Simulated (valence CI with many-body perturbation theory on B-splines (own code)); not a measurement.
# Te XXXI: one-electron terms

Calculated by valence CI with perturbative core correlation (CI+MBPT): four valence electrons over a frozen Dirac-Fock core [Ar], a basis of 7 s, 7 p, 8 d, 6 f, 4 g, 1 h functions for each j, with the one-electron correlation potential Σ1, the two-electron term Σ2, the three-electron term Σ3, Breit, model QED; selected CI, second order for the rest, scaled by the run's own slope (own B-spline code, finite nucleus).

No measured spectrum was set against this ion. As an estimate, large intervals hold to a few tenths of a per cent, small ones and those within an open d or f shell to about a per cent. Only levels of the ground parity were solved; by the run's estimate the other parity begins above the list, which can be wrong where configurations are misplaced.

These are the spectroscopic orbitals of the CI (the correlating ones are not listed), shaped by the core and the other valence electrons. h is the expectation value of the core's Dirac-Fock operator, without the valence repulsion; Σ1 is computed up to l = 3 at one energy for each symmetry, that of its lowest orbital but kept below the first core excitation, so for empty shells it is not the orbital's own correlation shift; Breit and QED include the response of the core.

```csv
Orbital,h (hartree),Σ1 (cm⁻¹),Breit (cm⁻¹),QED (cm⁻¹),⟨r⟩ (bohr)
4s1/2,-44.956,-7447,3581,2612,0.6010
5s1/2,-27.359,-2796,1722,1274,0.9859
6s1/2,-18.413,-1389,942,707,1.470
4p1/2,-43.183,-9545,5658,-112,0.5994
5p1/2,-26.49,-3496,2793,-52.5,0.9928
6p1/2,-17.925,-1722,1556,-28.6,1.486
4p3/2,-42.339,-9164,3546,153,0.6124
5p3/2,-26.085,-3435,1753,78.1,1.009
6p3/2,-17.7,-1707,1023,44.3,1.505
3d3/2,-75.815,-21718,7319,-706,0.2641
4d3/2,-39.746,-9336,2584,-191,0.5906
5d3/2,-24.848,-3635,1264,-88.3,1.005
3d5/2,-75.285,-20901,3467,-395,0.2669
4d5/2,-39.559,-9126,1274,-91.2,0.5940
5d5/2,-24.756,-3540,616,-40.0,1.009
4f5/2,-37.194,-20347,208,-107,0.5414
5f5/2,-23.679,-8399,93.9,-52.3,0.9700
4f7/2,-37.136,-18351,-185,-71.2,0.5428
5f7/2,-23.647,-7544,-76.1,-33.5,0.9717
5g7/2,-23.05,,13.0,-11.3,0.8786
5g9/2,-23.036,,-22.0,-2.7,0.8794
```

Among the shells of the start configuration 3d4, Σ1 is largest in size for 3d3/2, where it is 0.13 % of h.

Lowest root of each symmetry, sizes in configuration state functions:

| J | Parity | Roots | Reference | Variational | Second order | Change by selected CI (cm⁻¹) | Change by second order (cm⁻¹) |
| --- | --- | --- | --- | --- | --- | --- | --- |
| 0 | even | 5 | 37 | 4376 | 12751 | -10133 | -1 |
| 1 | even | 4 | 93 | 11238 | 14265 | -8625 | -1 |
| 2 | even | 8 | 133 | 16580 | 20777 | -8391 | -1 |
| 3 | even | 6 | 136 | 17883 | 24457 | -8821 | -1 |
| 4 | even | 7 | 121 | 17434 | 39918 | -9916 | -2 |
| 5 | even | 2 | 88 | 13652 | 2187 | -9936 | -3 |
| 6 | even | 2 | 56 | 10762 | 1194 | -10118 | -2 |
